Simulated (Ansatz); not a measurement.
```yaml
crystal:
  periodic: [false, false, false]
  atoms:
    - {symbol: F, position_ang: [0.742292, -2.079108, -1.576206]}
    - {symbol: C, position_ang: [-0.397469, -1.178885, -1.038911]}
    - {symbol: C, position_ang: [0.180008, -0.279075, 0.282251]}
    - {symbol: C, position_ang: [1.383400, 0.813758, -0.202696]}
    - {symbol: F, position_ang: [2.012306, 1.486623, 1.043153]}
    - {symbol: C, position_ang: [-1.082477, 0.524998, 1.076445]}
    - {symbol: F, position_ang: [-1.844866, 1.412900, 0.097453]}
    - {symbol: F, position_ang: [-2.078041, -0.479925, 1.635372]}
    - {symbol: H, position_ang: [-0.765521, -0.451856, -1.952830]}
    - {symbol: H, position_ang: [-1.325962, -1.898701, -0.701124]}
    - {symbol: H, position_ang: [0.668331, -1.057910, 1.094204]}
    - {symbol: H, position_ang: [0.916796, 1.696684, -0.912992]}
    - {symbol: Xx, position_ang: [2.268510, 0.228514, -0.809756]}
    - {symbol: H, position_ang: [-0.691755, 1.229392, 1.997782]}
basis:
  gaussian: {orbitals: aug-cc-pVDZ, point_charges: [{charge: 0.50, position_ang: [5.858, -0.429, -0.661]}]}
hamiltonian: {xc: {name: revPBE}, pseudopotentials: {relativity: scalar}}
scf: {lower_state_search: off}
output: {forces: true}
```

```sh
$ ansatz run in.yaml --threads 2 --pin off --events-out ev --progress --plain --max-ram 32768MiB --backend cpu
```

Output, abridged:

```
Error: YAML parse error: error: line 16 column 16: `Xx` is not an element symbol (H … Og, case-exact)
14 |     - {symbol: H, position_ang: [0.668331, -1.057910, 1.094204]}
15 |     - {symbol: H, position_ang: [0.916796, 1.696684, -0.912992]}
16 |     - {symbol: Xx, position_ang: [2.268510, 0.228514, -0.809756]}
17 |     - {symbol: H, position_ang: [-0.691755, 1.229392, 1.997782]}
18 | basis:
```

What is wrong with this run?

An element symbol is wrong. The input was rejected before any iteration.
